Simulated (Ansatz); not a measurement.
A further run on Ag₃⁺.

```yaml
crystal:
  periodic: [false, false, false]
  atoms:
    - {symbol: Ag, position_ang: [-0.943701, 1.169472, -0.477508]}
    - {symbol: Ag, position_ang: [1.548655, 0.251091, 0.157694]}
    - {symbol: Ag, position_ang: [-0.604964, -1.420563, 0.319813]}
basis:
  gaussian: {orbitals: def2-TZVPD, final_grid: {core_spheres: 20, valence_spheres: 16, degree: 47}}
total_charge: 1
magnetization: {spin_polarized: true, initial_magnetization: 0}
hamiltonian: {xc: {name: SVWN5}, pseudopotentials: {relativity: scalar}}
scf: {lower_state_search: off}
output: {forces: true}
```

```sh
$ ansatz run in.yaml --threads 4 --pin off --events-out ev --progress --plain --max-ram 3916MiB
```

Shortened log:

```
Functional definition: SVWN5
1059 factors; their error is unknown
mean field evaluation 1: about -11963.3465 eV, gradient 5.9e1 eV
mean field evaluation 2: about -11872.8201 eV, gradient 1.7e2 eV
mean field evaluation 4: about -11972.5399 eV, gradient 1.8e1 eV
mean field evaluation 8: about -11973.8379 eV, gradient 1.4e-1 eV
mean field evaluation 16: about -11973.8361 eV, gradient 7.2e-5 eV
mean field -11973.83608901 eV, -440.0303601134 hartree, gradient 2.4e-6 eV, S^2 0.000000; 0 other end points of the search recorded, 0 dependent functions left out
reference -11973.83613616 eV, -440.0303618462 hartree; 28, 28 occupied and 92, 92 virtual orbitals, 1059 factors
Total energy: -11973.83613616 eV, -440.0303618462 hartree
Relativity: scalar
Atom 0 at    -0.943701     1.169472    -0.477508 Å, force     0.545883    -0.676482     0.276215 eV/Å
Atom 1 at     1.548655     0.251091     0.157694 Å, force    -0.895836    -0.145254    -0.091218 eV/Å
Atom 2 at    -0.604964    -1.420563     0.319813 Å, force     0.349953     0.821736    -0.184997 eV/Å
Dipole moment:     0.000001    -0.000002     0.000001 e Å
Checks for a lower state left out: stability, starts, cluster_reference, orbital_swaps, neighbouring_geometries, increment
```

It took 0.8 s on 4 threads of Intel Xeon 6975P-C on a shared host.

In the def2 sets Ag takes a core potential; there is no spin–orbit coupling.

The dipole of an ion depends on the origin.
